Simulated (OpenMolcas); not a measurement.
Sm3+ with its 6 nearest fluoride ions at 2.236 Å, on the Y site of Cs2NaYF6 (a = 9.075 Å, distance in the model lattice 2.178 Å). The rest of the host is ab initio model potentials to 7.6 Å, with orthogonalisation functions on the cations behind the ligands, and point charges beyond; the distance is set by hand and nothing relaxes. Ligand basis ANO-RCC-VDZP.

| Quantity | Value |
| --- | --- |
| Program | OpenMolcas |
| Method | CASSCF |
| Basis | ANO-RCC-VDZP [7s6p4d2f1g] |
| Scalar Hamiltonian | DKH2, point nucleus |
| Active space | 5 electrons in 7 orbitals (4f) |
| State averaging | 2S+1 = 6 odd, 21 roots; 2S+1 = 4 odd, 128 roots kept (CI in the orbitals of an earlier block, 108 in the spin-orbit step); 2S+1 = 2 odd, 130 roots kept (CI in the orbitals of an earlier block, 41 in the spin-orbit step) |
| Spin-orbit coupling | state interaction with AMFI integrals over the reference wave functions |

Question: What is the spin-free ground state (labels of O, the rotations of Oh)?

Answer: 6T1, 3-fold in its orbital part, 99 % from free-ion H terms; it has the highest spin that f5 allows.

Question: Where is the first state of the same spin?

Answer: 6E at 256 cm-1 above the ground state.

Question: What are the lowest two levels with spin-orbit coupling?

Answer: A 2-fold level Γ7 with g = 0.15, 0.15, 0.15, then a 4-fold level Γ8 223.0 cm-1 above it. Their leading multiplicities are 6 (97 %) and 6 (97 %).

Question: What is χT at 300 K, and how does it compare with the textbook value?

Answer: Hund's rules give f5 the level 6H5/2 with g = 0.286, so an isolated free-ion multiplet has χT = g² J(J+1) / 8 = 0.089 cm3 K/mol. The computed 0.304 at 300 K differs by +240 %, through the field's splitting, the mixing of terms and any other multiplet in reach.

High states are left out of the spin-orbit mixing, which shifts the levels that they would mix with. Without dynamic correlation the ligand-field splitting of an f shell can come out too small, at times by half. A group larger than the point group allows holds several states that coincide in this model. The first state left out of the spin-orbit step lies near 38000 cm-1 above the lowest spin-free state of the reference (among the parities and spins computed), and the lists stop at four fifths of that energy or lower. No measured value stands beside these numbers; the geometry was set by hand and not optimised.
